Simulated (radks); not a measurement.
Values are calculated unless marked as measured or tabulated.
Problem. The mean radii <r> (bohr) of the occupied orbitals of an atom or ion are listed with their occupations. Code: a radial shooting solver on a logarithmic mesh with Libxc functionals. Model: non-relativistic Kohn-Sham, PBE, spin-polarised, spherical densities, point nucleus.

orbital  occ.      <r>
1s up       1  0.02047
1s down     1  0.02047
2s up       1  0.08648
2s down     1  0.08648
2p up       3  0.07315
2p down     3  0.07315
3s up       1   0.2196
3s down     1   0.2196
3p up       3   0.2097
3p down     3   0.2097
3d up       5   0.1839
3d down     5   0.1839
4s up       1   0.4897
4s down     1   0.4896
4p up       3   0.4968
4p down     3   0.4966
4d up       5   0.5131
4d down     5   0.5126
5s up       1    1.107
5s down     1    1.106
4f up       7   0.5768
4f down     7   0.5734
5p up       3    1.184
5p down     1    1.186

Name the element and its charge. Open shells, if any, are filled with parallel spins first.

Solution. Z = 74, tungsten, charge +8: W8+ in [Kr] 4d10 4f14 5s2 5p4. The 1s radius gives Z: for a bare nucleus <r> = 1.5/Z, 0.02027 bohr for Z = 74, and screening makes it slightly larger (0.02047 here). The occupations add up to 66, and the charge is Z minus that.
